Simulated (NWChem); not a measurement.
# AlH₂ cation; SMILES [AlH2+]

Program: NWChem. B3LYP is NWChem's, with the RPA form of VWN correlation. Each level has its own optimisation; frequencies are unscaled.

| level | r Al–H (Å) | highest harmonic frequency (cm⁻¹) | lowest (cm⁻¹) | zero-point energy (kcal/mol) |
|---|---|---|---|---|
| BP86/def2-TZVP | 1.564 | 2052 | 529 | 7.2 |
| B3LYP/3-21G | 1.569 | 2116 | 608 | 7.6 |
| Hartree-Fock/STO-3G | 1.468 | 2807 | 713 | 9.9 |
| PBE0-D3(BJ)/def2-TZVP | 1.554 | 2111 | (withheld) | 7.5 |

### Question
Complete the blanks.

### Answer

- PBE0-D3(BJ)/def2-TZVP, lowest (cm⁻¹): 554
